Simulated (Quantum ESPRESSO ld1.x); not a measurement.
Ir IV, configuration [Xe] 4f14 5d6. Calculated with ld1.x of Quantum ESPRESSO 7.5: Dirac Kohn-Sham, PW91, spin-unpolarised, spherical densities, point nucleus; open shells fill j = l - 1/2 first.

Spin-orbit splittings of the eigenvalues, e(l+1/2) - e(l-1/2), with zeta = 2 splitting/(2l+1) and mean radii in bohr:

shell,occ.,splitting (eV),zeta (eV),<r> j=l-1/2,<r> j=l+1/2
2p,6,1628,1086,0.06017,0.06848
3p,6,356.5,237.7,0.1801,0.1954
3d,10,77.03,30.81,0.1705,0.1751
4p,6,84.35,56.23,0.4266,0.4604
4d,10,15.65,6.261,0.4719,0.4831
4f,14,3.122,0.8921,0.5310,0.5387
5p,6,13.75,9.166,1.060,1.155
5d,6,1.444,0.5777,1.524,1.569
